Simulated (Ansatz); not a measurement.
`C[SiH]1PS1`, 9 atoms. Total charge 0; spin multiplicity 1. All runs use 2 threads of an Arm Neoverse V2 on a shared host. Correlated methods freeze the cores.

Task: How many basis functions does each run have, and how long does it take in Ansatz? RHF-MP2/def2-QZVPP energy; RKS PBE0-D4/def2-TZVP relaxation (7 steps); RKS PBE0-D4/def2-TZVP frequencies; direct RPA on PBE orbitals/def2-TZVPP energy; RHF-CCSD(T)/def2-SVP energy; RKS ωB97M-V/def2-SVP energy; RKS r2SCANh-D4/def2-TZVPP energy; RKS r2SCAN-D4/def2-TZVPP energy and forces; RKS LC-ωPBE/def2-TZVPP energy; RKS PBE0-D4/def2-SVP energy; RKS HSE06 (plane-wave form)-D4/def2-TZVPP energy; RKS ωB97M-V/def2-QZVPP energy. (Best estimate.)

Result: Computed: Other jobs shared the machine, so times are rough.

```tsv
level	job	functions	wall time	peak host memory (GiB)
RKS PBE0-D4/def2-SVP	energy	93	1.6 s	0.43
RHF-CCSD(T)/def2-SVP	energy	93	3.1 s	0.43
RKS LC-ωPBE/def2-TZVPP	energy	227	3.8 s	0.43
RKS HSE06 (plane-wave form)-D4/def2-TZVPP	energy	227	5.5 s	0.59
direct RPA on PBE orbitals/def2-TZVPP	energy	227	7 s	0.46
RKS ωB97M-V/def2-SVP	energy	93	7.5 s	0.43
RKS r2SCAN-D4/def2-TZVPP	energy and forces	227	8.5 s	0.32
RKS r2SCANh-D4/def2-TZVPP	energy	227	8.5 s	0.58
RHF-MP2/def2-QZVPP	energy	417	27 s	2.1
RKS ωB97M-V/def2-QZVPP	energy	417	30 s	1.6
RKS PBE0-D4/def2-TZVP	relaxation (7 steps)	172	36 s	0.43
RKS PBE0-D4/def2-TZVP	frequencies	172	2.8 min	0.43
```

LC-ωPBE has ω = 0.4 bohr⁻¹.
